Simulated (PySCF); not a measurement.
Compound: C3H6Cl2Si.
Structure used (GFN2-xTB), in Å, numbered top down from 1:
```xyz
12
C3H6Cl2Si angstrom
Cl    -1.5041   -2.2153   -0.8566
C     -1.1689   -0.4713   -0.7038
Cl    -2.7423    0.3888   -0.5269
C     -0.2675   -0.1962    0.4405
C      0.4397    1.1700    0.4341
Si     1.6175   -0.2807    0.2260
H     -0.7542   -0.1423   -1.6577
H     -0.7062   -0.4829    1.3895
H      0.2035    1.8058   -0.4081
H      0.3907    1.7200    1.3629
H      2.3783   -0.7215    1.3774
H      2.1146   -0.5752   -1.1035
```

Computed, not measured: TDDFT PBE0/def2-SVPD, vertical, gas phase, core orbitals frozen in the response in PySCF 2.14.0, density-fitted response routines.

Transition dipole moments from the ground state, in atomic units and in the frame of the coordinates above (overall signs are arbitrary), for the states with f of 0.002 or more among the lowest 7:

```
state  E (eV)      μx      μy      μz
   S1   5.989   0.783  -0.108   0.119
   S2   6.280  -1.069   0.200  -0.057
   S3   6.636   0.152  -0.225  -0.085
   S4   6.704  -0.292   0.291   0.032
   S5   6.785  -0.150  -0.192  -0.178
   S6   6.930  -0.334   0.090  -0.008
   S7   7.013   0.085  -0.100   0.040
```

(1) Work out the oscillator strengths.

(2) Which bond between heavy atoms lies closest to the direction of the S2 transition dipole?

(3) What angle do the transition dipoles of S3 and S4 make?

(4) How is the summed strength of these states shared among x, y and z?

(5) What peak molar absorption coefficient would the strongest computed level give as a lone Gaussian band 0.5 eV wide at half height?

Answers

(1) f = (2/3) ΔE |μ|² with ΔE in hartree (27.2114 eV).

```csv
state,|μ|² (au),|μ| (D),f
S1,0.639,2.03,0.094
S2,1.186,2.77,0.182
S3,0.081,0.72,0.013
S4,0.171,1.05,0.028
S5,0.091,0.77,0.015
S6,0.119,0.88,0.020
S7,0.019,0.35,0.003
```

(2) C4–Si6, at 12° from it; next C2–Cl3 at 20°.

(3) |cos θ| = |μa·μb| / (|μa| |μb|) = 0.96, so θ ≈ 17° (taken between 0 and 90°, since the signs are arbitrary).

(4) (2/3) Σ ΔE μα² gives 0.307 for x, 0.039 for y and 0.009 for z, 0.356 in all.

(5) ε(max) = 2.175×10⁸ f / FWHM, with the width in cm⁻¹. S2: 2.175×10⁸ × 0.1824 / 4033 ≈ 9800 L mol⁻¹ cm⁻¹.

One conformer stands for the species.
